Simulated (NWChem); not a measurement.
Species: disulfane (H₂S₂); SMILES SS

All runs: NWChem. Structure relaxed at the PBE0/def2-SVP level. Ions are spin-unrestricted doublets at the neutral geometry; other ion states weren't tried. Functional: LC-ωPBE (HJS hole) with def2-SVP; the question gives the range parameter ω in 1/bohr.

Question: What does the run give for range parameter (1/bohr) 0.35? Quantities: vertical ionisation energy, ΔSCF (eV); −ε(HOMO) (eV).

Answer: The vertical ionisation energy, ΔSCF (eV) is 10.23 and the −ε(HOMO) (eV) is 9.98.
